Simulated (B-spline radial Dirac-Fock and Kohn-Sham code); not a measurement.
**X-ray scattering factor of Hg**

System: atomic mercury in the configuration [Xe] 4f14 5d9 6s2 6p1 (not the ground configuration).

Input of the calculation (task.json; shells as n, l, electrons):

```json
{"items": [{
  "Z": 80,
  "q": 0,
  "cfg": [[1, 0, 2], [2, 0, 2], [2, 1, 6], [3, 0, 2], [3, 1, 6], [3, 2, 10], [4, 0, 2], [4, 1, 6], [4, 2, 10], [4, 3, 14], [5, 0, 2], [5, 1, 6], [5, 2, 9], [6, 0, 2], [6, 1, 1]],
  "A": 202,
  "rrms": 5.4648,
  "do": ["scatter"],
  "s": [0.0, 0.04, 0.05, 0.06, 0.07, 0.09, 0.11, 0.14, 0.17, 0.21, 0.26, 0.33, 0.4, 0.5, 0.62, 0.77, 0.96, 1.19, 1.47, 1.82, 2.26, 2.81, 3.48],
  "pz": [0, 0.1, 0.14, 0.19, 0.26, 0.36, 0.49, 0.67, 0.92, 1.3, 1.7, 2.4, 3.3, 4.5, 6.2, 8.5, 12.0, 16.0, 22.0, 30.0, 42.0],
  "hv_scatter": [1000, 5000, 8047.8, 10000, 50000, 200000, 500000, 1000000]
}]}
```

Launch: `python xray_run.py task.json out`

Model: Dirac-Fock orbitals of the configuration average with a finite nucleus. Program: a radial finite-basis atomic code. f₀ is the Fourier transform of the spherical electron density, S the Waller-Hartree incoherent function, and s = sin θ/λ. The electron scattering factor follows from the Mott-Bethe formula f_e = 0.023934 Å⁻¹·(Z − f₀)/s².

```csv
s (Å⁻¹),f₀,S,f_e (Å)
0,80.000,0.000,–
0.04,79.175,1.041,12.335
0.05,78.739,1.551,12.069
0.06,78.230,2.118,11.767
0.07,77.658,2.720,11.438
0.09,76.367,3.971,10.736
0.11,74.934,5.222,10.020
0.14,72.632,7.014,8.997
0.17,70.244,8.680,8.079
0.21,67.042,10.753,7.033
0.26,63.133,13.221,5.972
0.33,58.003,16.547,4.834
0.4,53.375,19.711,3.983
0.5,47.658,23.954,3.096
0.62,41.987,28.561,2.367
0.77,36.196,33.351,1.768
0.96,30.206,38.117,1.293
1.19,24.509,42.869,0.938
1.47,19.685,47.835,0.668
1.82,16.147,53.138,0.461
2.26,13.536,58.423,0.311
2.81,10.900,63.002,0.209
3.48,8.148,66.687,0.142
```

f₀ starts at the number of electrons, 80, and has fallen to half at s ≈ 0.67 Å⁻¹. The sum of ⟨r²⟩ over the electrons is 72.88 bohr². It fixes the forward electron scattering factor, f_e(0) = (a₀/3)Σ⟨r²⟩ = 12.855 Å.
